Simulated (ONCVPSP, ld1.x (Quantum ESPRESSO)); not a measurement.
Potentials for magnesium compared

Generated with ld1.x 7.5 (TM, RRKJ, ultrasoft, PAW), atompaw 4.2 or ONCVPSP 4.0.1. The cutoff is in Ry: for ld1.x and atompaw files where the sum of valence levels is converged to 10 mRy in a Bessel basis, for ONCV files where the hardest occupied wave has 1 mHa per electron of residual kinetic energy. The error is the largest all-electron minus pseudo excitation energy over each file’s own four to seven test configurations (ionisations up to +4, promotions, holes and added fractions of an electron), all of which were solved. The labels leave out finer settings (local radius, basis sizes, second energies), which also bear on the numbers. Spin-polarised tests are not counted. The rows are a selection from randomly drawn settings: files with unsolved tests, undetermined cutoffs or missed reference levels are left out.

```csv
potential,cutoff (Ry),largest error (meV),bound ghosts
"ONCV, PBE, scalar-relativistic, rc 1.00/0.75 (sp), local smoothed, core correction yes, reference 2s2 2p6 3s1.5, qcut 15.3/19.2, projectors 2/2",253,-0.3,none
"PAW, PBE, scalar-relativistic, rc 3.00/2.70 (sp), local smoothed, core correction yes, reference 3s2 3p0",6,-13,none
"ONCV, PBEsol, scalar-relativistic, rc 2.05/1.20 (sp), local smoothed, core correction no, reference 2p6 3s1 3p1, qcut 3.5/14.4, projectors 3/2",130,+34,none
"ONCV, LDA (Perdew-Wang 92), scalar-relativistic, rc 1.15/1.25 (sp), local smoothed, core correction yes, reference 2s2 2p6 3s1 3p1, qcut 12.3/14, projectors 3/2",124,+286,none
"ONCV, PBE, scalar-relativistic, rc 1.40/0.85/1.15 (spd), local smoothed, core correction yes, reference 2s2 2p6 3s2, qcut 9/20.3/8.7, projectors 2/2/2",221,-1.3,none
"ONCV, LDA (Perdew-Wang 92), scalar-relativistic, rc 1.35/1.05/1.05 (spd), local d, core correction yes, reference 2s2 2p6 3s1.5, qcut 11.1/16.2/9.8, projectors 2/1/0",164,-19,none
"ONCV, PBE, scalar-relativistic, rc 2.80/2.65 (sp), local smoothed, core correction yes, reference 3s2, qcut 1.8/3.2, projectors 2/2",11,-31,none
```

Task: Fill in the row for Mg: ONCV, PBE, scalar-relativistic, rc 2.45/1.25/2.25 (spd), local smoothed, core correction yes, reference 2p6 3s1.5 3p0.5, qcut 2.2/9/3.7, projectors 2/2/2.

Result: cutoff 80 Ry, largest error +278 meV, bound ghosts: none.
